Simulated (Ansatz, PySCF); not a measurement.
System: sum formula PNH (charge +1, singlet). It need not be the lowest isomer of its formula. SMILES: P#[NH+]
Geometry: optimised at B3LYP-D3(BJ)/def2-TZVP (Ansatz, a first-principles code).

Wanted: vertical ionisation energy (to the doublet state of charge +2; each state is the SCF solution reached for its spin; for the singlet the Hartree-Fock reference is unstable and T1 is 0.019), in eV. Valence correlation only, unless marked. UHF or UKS for open shells. Spin-orbit coupling is left out. Non-relativistic. CBS(X,Y): correlation extrapolated as X^-3; Hartree-Fock from the larger set.

```
level                                         program  vertical ionisation energy (eV)  minus last row
--------------------------------------------  -------  -------------------------------  --------------
PBE/def2-TZVPD                                 Ansatz                            20.70           -0.06
BHLYP/def2-TZVPD                               Ansatz                            20.14           -0.62
CAM-B3LYP/def2-TZVPD                           Ansatz                            20.51           -0.25
wB97X-V/def2-TZVPD                             Ansatz                            20.48           -0.28
CCSD/aug-cc-pV(D+d)Z                           Ansatz                            20.39           -0.37
CCSD/aug-cc-pV(T+d)Z                           Ansatz                            20.45           -0.31
CCSD/def2-TZVPPD                               Ansatz                            20.44           -0.32
CCSD/aug-cc-pV(Q+d)Z                           Ansatz                            20.49           -0.27
CCSD/CBS(aug-cc-pV(T+d)Z,aug-cc-pV(Q+d)Z)      Ansatz                            20.53           -0.23
CCSD/CBS(def2-TZVPPD,def2-QZVPPD)              Ansatz                            20.52           -0.24
CCSD(T)/def2-SVPD                              Ansatz                            20.62           -0.14
CCSD(T)/def2-TZVPPD                            Ansatz                            20.65           -0.11
CCSD(T)/aug-cc-pV(Q+d)Z                        Ansatz                            20.72           -0.04
CCSD(T)/CBS(def2-TZVPPD,def2-QZVPPD)           Ansatz                            20.75           -0.01
CCSD(T)/CBS(aug-cc-pV(T+d)Z,aug-cc-pV(Q+d)Z)   Ansatz                            20.76            0.00
```

For comparison, minus the highest occupied orbital energy (PySCF): 19.05 eV at CAM-B3LYP/def2-TZVPD, 16.96 eV at TPSSh/def2-TZVPD, 16.50 eV at M06-L/def2-TZVPD.
